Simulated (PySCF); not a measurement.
A calculated (r2SCAN, PySCF 2.14, x2c-SVPall, scalar relativity by spin-free X2C-1e) atom or ion has these occupied shells.

| shell | electrons | orbital energy (eV) | rms radius, mean of both spins (bohr) |
| --- | --- | --- | --- |
| 1s α | 1 | -13346.4 | 0.0493 |
| 1s β | 1 | -13346.2 | 0.0493 |
| 2s α | 1 | -1756.7 | 0.205 |
| 2s β | 1 | -1756.7 | 0.205 |
| 2p α | 3 | -1549.3 | 0.183 |
| 2p β | 3 | -1549.1 | 0.183 |
| 3s α | 1 | -255.51 | 0.590 |
| 3s β | 1 | -255.34 | 0.590 |
| 3p α | 3 | -189.11 | 0.609 |
| 3p β | 3 | -188.90 | 0.609 |
| 3d α | 5 | -79.581 | 0.657 |
| 3d β | 5 | -79.283 | 0.657 |
| 4s α | 1 | -32.376 | 1.75 |
| 4s β | 1 | -29.533 | 1.75 |
| 4p α | 3 | -18.857 | 2.12 |
| 4p β | 1 | -16.924 | 2.12 |

(1) Name the element and its charge.

## Answers

(1) Br⁺ (bromine, charge +1), in [Ar] 3d10 4s2 4p4, high-spin 3P determinant.
